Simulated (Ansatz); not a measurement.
One change: `C=[C]([GeH3])Br` becomes `C=C(F)Br`.

Ansatz, PBE0-D4/def2-TZVP geometries, multiplicity 1. 

Scalar relativity is left out up to krypton.

```
                                        property  `C=[C]([GeH3])Br`
               HOMO energy (PBE/def2-TZVPP) / eV              -6.35
             HOMO–LUMO gap (PBE/def2-TZVPP) / eV               4.73
size of the dipole moment (B3LYP/def2-TZVPP) / D               1.42
              LUMO energy (PBE0/def2-TZVPP) / eV              -0.66
           HOMO–LUMO gap (B3LYP/def2-TZVPP) / eV               6.38
           LUMO energy (ωB97M-V/def2-TZVPP) / eV               1.45
```

Question: What does the change do to each property? (An estimate is asked.)

Answer: Ansatz gave: 
```json
{"property": "HOMO energy (PBE/def2-TZVPP) / eV", "`C=C(F)Br`": "-6.38", "shift": "-0.03"}
{"property": "HOMO–LUMO gap (PBE/def2-TZVPP) / eV", "`C=C(F)Br`": "5.22", "shift": "0.49"}
{"property": "size of the dipole moment (B3LYP/def2-TZVPP) / D", "`C=C(F)Br`": "1.24", "shift": "-0.18"}
{"property": "LUMO energy (PBE0/def2-TZVPP) / eV", "`C=C(F)Br`": "-0.17", "shift": "0.49"}
{"property": "HOMO–LUMO gap (B3LYP/def2-TZVPP) / eV", "`C=C(F)Br`": "6.94", "shift": "0.56"}
{"property": "LUMO energy (ωB97M-V/def2-TZVPP) / eV", "`C=C(F)Br`": "2.00", "shift": "0.55"}
```

With PBE0 the HOMO falls by 0.11 eV and the LUMO rises by 0.49 eV, so the gap widens by about 0.60 eV. PBE moves the HOMO by -0.03 eV and ωB97M-V by -0.13 eV. Dipoles are sizes alone; their direction can turn.

B3LYP here is the variant with VWN-RPA as its local correlation; programs differ in this.

Spin–orbit coupling is left out; it splits and shifts lone-pair levels of the heavy atoms by tenths of an eV.
